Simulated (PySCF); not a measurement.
PySCF input for H₂MgO₂, SMILES [OH][Mg][OH], PBE0/pcJ-1. Geometry optimised at PBE-D3(BJ)/def2-TZVP. Other conformers were not sampled.

```python
import numpy as np
from pyscf import gto, scf, dft
from pyscf.prop.ssc import rks as ssc

mol = gto.M(
    atom='''
    Mg   -0.00000000    0.00000000   -0.02167632
    O     0.07249167    1.79531912    0.04923279
    O    -0.07249167   -1.79531912    0.04923279
    H    -0.40542841    2.56806245   -0.26380441
    H     0.40542841   -2.56806245   -0.26380441
    ''',
    basis='pcJ-1',
    charge=0,
    spin=0,
    max_memory=1600,
    verbose=3,
)
mf = dft.RKS(mol, xc='pbe0')
mf.grids.level = 3
mf.conv_tol = 1e-10
mf.max_cycle = 100
mf.kernel()
j = ssc.SSC(mf)
j.with_fcsd = True
j.max_cycle_cphf = 80
j.conv_tol = 1e-7
e11 = j.kernel()
```

Output:

```
converged SCF energy = -349.17122121636
Reduced spin-spin coupling constant K (Hz)
               #0        #1        #2        #3        #4
        0 Mg   0.00000
        1 O   69.31398   0.00000
        2 O   69.32524  -0.00943   0.00000
        3 H    3.67134  21.54586   0.01919   0.00000
        4 H    3.67136   0.01900  21.54621  -0.01789   0.00000
Spin-spin coupling constant J (Hz)
               #0        #1        #2        #3        #4
        0 Mg   0.00000
        1 O   17.96666   0.00000
        2 O   17.96958  -0.00541   0.00000
        3 H   -7.01708 -91.16599  -0.08119   0.00000
        4 H   -7.01712  -0.08038 -91.16748  -0.55803   0.00000
```

Self-consistency was reached.
